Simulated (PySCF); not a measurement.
# Electron correlation in Sn (tin, neutral)

[Kr] 4d10 5s1 5p2 6s1, high-spin 5P determinant (an excited configuration). Computed with PySCF 2.14 in aug-cc-pwCVDZ-PP with ECP28MDF, with a scalar-relativistic core potential. Frozen: 4s2 4p6 4d10; 4 electrons correlated.

| level | correlation energy (mhartree) |
| --- | --- |
| CCSD | -17.36 |
| (T) | -0.15 |
| CCSD(T) | -17.51 |

Diagnostics: T1 = 0.0084, D1 = 0.0217, largest double amplitude 0.038.

The outer electron is Rydberg-like, and this basis confines it to a smaller radius and binds it less than a complete one would.

Cost of the coupled-cluster step: of the order of 0.6 core-seconds, for 4 correlated electrons.

Iterations:

```
CC2 = 0
CCSD nocc = (np.int64(4), np.int64(0)), nmo = (39, 39)
frozen orbitals [[0, 1, 2, 3, 4, 5, 6, 7, 8], [0, 1, 2, 3, 4, 5, 6, 7, 8]]
max_cycle = 100
direct = 0
conv_tol = 1e-08
conv_tol_normt = 1e-06
diis_space = 8
diis_start_cycle = 0
Init t2, MP2 energy = -0.0117617605905526
Init E_corr(UCCSD) = -0.0117617605907875
cycle = 1  E_corr(UCCSD) = -0.0153708890930536  dE = -0.0036091285  norm(t1,t2) = 0.0354513
cycle = 2  E_corr(UCCSD) = -0.0165804918866094  dE = -0.00120960279  norm(t1,t2) = 0.0145086
cycle = 3  E_corr(UCCSD) = -0.0173229895831363  dE = -0.000742497697  norm(t1,t2) = 0.00706503
cycle = 4  E_corr(UCCSD) = -0.0173100271498296  dE = 1.29624333e-05  norm(t1,t2) = 0.00325835
cycle = 5  E_corr(UCCSD) = -0.0173665905571059  dE = -5.65634073e-05  norm(t1,t2) = 0.00184241
cycle = 6  E_corr(UCCSD) = -0.0173581609197366  dE = 8.42963737e-06  norm(t1,t2) = 0.000353911
cycle = 7  E_corr(UCCSD) = -0.0173649400505962  dE = -6.77913086e-06  norm(t1,t2) = 0.000136428
cycle = 8  E_corr(UCCSD) = -0.0173608291680169  dE = 4.11088258e-06  norm(t1,t2) = 3.81075e-05
cycle = 9  E_corr(UCCSD) = -0.0173619212003565  dE = -1.09203234e-06  norm(t1,t2) = 9.59406e-06
cycle = 10  E_corr(UCCSD) = -0.0173618187842984  dE = 1.02416058e-07  norm(t1,t2) = 1.25003e-06
cycle = 11  E_corr(UCCSD) = -0.0173618189187554  dE = -1.34456949e-10  norm(t1,t2) = 1.53946e-07
UCCSD converged
E(UCCSD) = -213.048517613219  E_corr = -0.01736181891875539
UCCSD(T) correction = -0.000153276768892127
```
